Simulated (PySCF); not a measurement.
# Correlation energy of In⁻ (indium, charge -1)

[Kr] 4d10 5s2 5p2, high-spin 3P determinant. Calculation: PySCF 2.14, in def2-QZVPPD with the def2 core potential (28 electrons) (8s6p5d4f1g, 88 functions); a scalar-relativistic core potential. Frozen: 4s2 4p6 4d10; 4 electrons correlated.

MP2 pair energies summed by pair of shells (mhartree):

```
 pair  energy  share (%)
5s-5p  -23.11       54.6
5s-5s  -15.28       36.1
5p-5p   -3.92        9.3
```

Total MP2 correlation energy: -42.31 mhartree.

Same-spin part -8.11 and opposite-spin part -34.19 mhartree; SCS-MP2 scales them by 1/3 and 6/5 to -43.74 mhartree.
